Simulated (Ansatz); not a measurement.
Species: BNH$_{5}$, charge 0, doublet. BNH5 (SMILES [BH2-][NH3+], doublet).
B3LYP-D3(BJ)/def2-TZVP minimum from Ansatz (a program for electronic structure):
```xyz
7

B     -0.9601     0.1312    -0.0137
N      0.6350    -0.1348    -0.0398
H     -1.2139     1.2024    -0.4773
H     -1.4396    -0.2957     0.9936
H      0.8305    -1.1085     0.1748
H      1.1723     0.4349     0.6229
H      1.0057     0.0542    -0.9668
```
Charge 0, spin multiplicity 2.

Total energies in aug-cc-pVDZ, 13 correlated electrons, 2 frozen orbitals. UHF or UKS for unpaired electrons; spin-orbit terms are left out. Correlated methods leave the cores frozen. No relativity.

```
method    program  energy (Eh)  minus CCSDT(Q) (mEh)
--------  -------  -----------  --------------------
HF         Ansatz    -81.99472                326.43
MP2        Ansatz    -82.27920                 41.95
CCSD       Ansatz    -82.31173                  9.43
CCSD(T)    Ansatz    -82.32000                  1.16
CCSDT(Q)   Ansatz    -82.32115                  0.00
```

Rough core times of Ansatz's runs on a shared machine: CCSD(T) under 20 s, CCSDT(Q) 20 min.
